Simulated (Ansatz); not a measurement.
Species: NCO, charge -1, singlet. NCO- (SMILES [N-]=C=O).
B3LYP-D3(BJ)/def2-TZVP minimum from Ansatz (an electronic-structure program):
```
C
N 1 1.1864
O 1 1.2258 2 180.00
```
Charge -1, spin multiplicity 1.

Total energies in aug-cc-pVDZ, 16 correlated electrons, 3 frozen orbitals. Open shells are spin-unrestricted; no spin-orbit coupling. Correlated methods leave the cores frozen. No relativity.

```csv
method,program,energy (Eh),minus CCSDT(Q) (mEh)
HF,Ansatz,-167.23652,519.06
MP2,Ansatz,-167.73299,22.58
CCSD,Ansatz,-167.73075,24.83
CCSD(T),Ansatz,-167.75326,2.32
CCSDT(Q),Ansatz,-167.75558,0.00
```

Rough core times of Ansatz's runs on a shared machine: CCSD(T) under 20 s, CCSDT(Q) 3 min.
